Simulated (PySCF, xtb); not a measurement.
HfCl₂I₂, SMILES [Cl][Hf]([Cl])([I])[I], multiplicity 1.

Harmonic wavenumbers (cm⁻¹) from GFN2-xTB (xtb) at its own minimum, in rising order: 35, 43, 44, 56, 71, 163, 201, 285, 306.

What does PySCF with PBE-D3(BJ)/def2-SVP give at its own minimum? (Estimate from the structure and the level; the computed values follow.)

49, 67, 74, 78, 90, 189, 215, 376, 385. Paired by order, the mean absolute difference is 35 cm⁻¹ and the zero-point energies are 1.7 and 2.2 kcal/mol.
